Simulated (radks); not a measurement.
Species: the samarium ion Sm40+. Configuration: [Ar] 3d4. Calculated with a radial shooting solver on a logarithmic mesh with Libxc functionals: non-relativistic Kohn-Sham, LB94 model potential, spin-polarised, spherical densities, point nucleus; open shells are filled with parallel spins first (spin-orbit coupling, left out, can overturn this in heavy ions); relativity is left out, which matters for an element this heavy.

Radial electron density D(r) = 4 pi r^2 rho(r):

r (bohr)   D(r) (e/bohr)   spin D(r)
0.0008095          1.261  0.00000965
0.0009127          1.583   0.0000121
0.001029           1.983   0.0000152
0.00116            2.480   0.0000190
0.001308           3.096   0.0000237
0.001475           3.855   0.0000295
0.001663           4.788   0.0000367
0.001875           5.929   0.0000455
0.002097           7.216   0.0000554
0.002365           8.875   0.0000683
0.002666           10.87   0.0000838
0.003006           13.25    0.000102
0.003389           16.06    0.000125
0.003821           19.35    0.000151
0.004309           23.17    0.000183
0.004858           27.52    0.000221
0.005477           32.41    0.000267
0.006176           37.81    0.000323
0.006963           43.63    0.000395
0.007851           49.74    0.000493
0.008852           55.95    0.000635
0.009981           62.01    0.000856
0.01125            67.60     0.00122
0.01269            72.38     0.00186
0.01419            75.81     0.00291
0.016              78.13     0.00492
0.01804            78.89     0.00857
0.02034            78.15      0.0152
0.02293            76.23      0.0272
0.02586            73.72      0.0486
0.02916            71.50      0.0863
0.03287            70.52       0.152
0.03706            71.64       0.262
0.04179            75.34       0.447
0.04712            81.40       0.745
0.05312            88.80        1.22
0.0599             95.75        1.93
0.06753            100.1        2.99
0.07614            99.97        4.46
0.08585            94.56        6.43
0.09603            85.42        8.73
0.1083             73.55        11.6
0.1221             62.83        14.6
0.1376             56.27        17.4
0.1552             55.04        19.6
0.175              57.73        20.5
0.1973             60.82        19.9
0.2224             60.44        17.7
0.2508             54.41        14.3
0.2828             43.30        10.4
0.3188             29.94        6.70
0.3595             17.71        3.76
0.4053             8.826        1.81
0.457              3.636       0.733
0.5152             1.212       0.244
0.5809            0.3195      0.0655
0.6498           0.07267      0.0153
0.7326           0.01121     0.00248
0.826           0.001249    0.000294

D(r) has 3 maxima, at r = 0.0180, 0.0714, 0.209 bohr, and minima at 0.0329, 0.150 bohr, inside which lie 1.99, 11.19 electrons.
